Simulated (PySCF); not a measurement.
**Atomic charges by several schemes**

Species: C₂H₁₀SSi₃.
SMILES with atom numbers: `[CH3:1][C:2](=[S:3])[SiH:4]([SiH3:5])[SiH3:6]` (hydrogens: H7, H8, H9 on C1; H10 on Si4; H11, H12, H13 on Si5; H14, H15, H16 on Si6)

Cartesian coordinates in Å at the PBE0-D3(BJ)/def2-SVP level; atoms count from 1:
```
atom  x, y, z in Å
C1     2.147   -1.374   -0.166
C2     0.934   -0.836    0.514
S3     0.471   -1.275    2.016
Si4   -0.173    0.445   -0.360
Si5   -2.346   -0.431   -0.394
Si6   -0.089    2.394    0.941
H7     1.859   -1.868   -1.110
H8     2.691   -2.084    0.473
H9     2.817   -0.544   -0.454
H10    0.314    0.723   -1.754
H11   -2.325   -1.824   -0.937
H12   -2.901   -0.445    0.991
H13   -3.221    0.414   -1.267
H14   -0.785    2.146    2.238
H15    1.334    2.772    1.207
H16   -0.763    3.522    0.226
```

Density: PBE0/pcSseg-1 (PySCF); schemes: Mulliken, IAO, Hirshfeld and ESP-fitted. The structure is a single PBE0-D3(BJ)/def2-SVP conformer in the gas phase; no vibrational or solvent corrections.

Q: Atoms with like bonding are taken together and averaged. At which atom do the 4 schemes differ most?

A: At C2: from -0.551 (Mulliken) to +0.177 e (ESP-fitted), 0.728 e apart.

Q: Do the Mulliken, IAO, Hirshfeld and ESP-fitted schemes agree on where the charge is highest?

A: All schemes agree: Mulliken Si5/Si6 (+0.267); IAO Si5/Si6 (+0.296); Hirshfeld Si5/Si6 (+0.207); ESP-fitted Si5/Si6 (+0.236).

Q: Tabulate the Mulliken, IAO, Hirshfeld and ESP-fitted charges.

A: In e; atoms taken as equivalent share a row and are averaged (×n: the atom named and its like, n in all):

```tsv
atom	environment	Mulliken	IAO	Hirshfeld	ESP-fitted
C1	methyl carbon	-0.175	-0.420	-0.117	-0.425
C2	thiocarbonyl carbon	-0.551	-0.261	-0.029	+0.177
S3	thiocarbonyl sulfur	-0.022	-0.061	-0.083	-0.206
Si4	SiH silicon	+0.114	+0.287	+0.159	+0.064
Si5/Si6	SiH3 silicon	+0.267	+0.296	+0.207	+0.236
H7/H8/H9	methyl hydrogen	+0.144	+0.162	+0.054	+0.140
H10	Si–H hydrogen	-0.022	-0.095	-0.079	-0.073
H11 (×6)	Si–H hydrogen	-0.052	-0.088	-0.071	-0.071
```

Mean size of the charges over all atoms: IAO 0.171 e, ESP-fitted 0.142 e, Mulliken 0.135 e, Hirshfeld 0.092 e. Each set sums to the total charge, 0, to within 0.001 e. The ESP scheme is a least-squares fit of atom-centred charges to the potential on four shells outside the van der Waals surface, with the total charge fixed.

Some averages cover members that differ in this geometry: H7/H8/H9, ESP-fitted +0.106 to +0.158 e.

Q: Sum the charges by element, for elements with more than one atom.

A: 
```tsv
element	atoms	Mulliken	IAO	Hirshfeld	ESP-fitted
C	2	-0.726	-0.681	-0.146	-0.248
Si	3	+0.648	+0.880	+0.572	+0.535
H	10	+0.100	-0.138	-0.343	-0.081
```

Q: How many electrons does the Mulliken scheme count on S3?

A: Z − q = 16 − (-0.022) = 16.022.
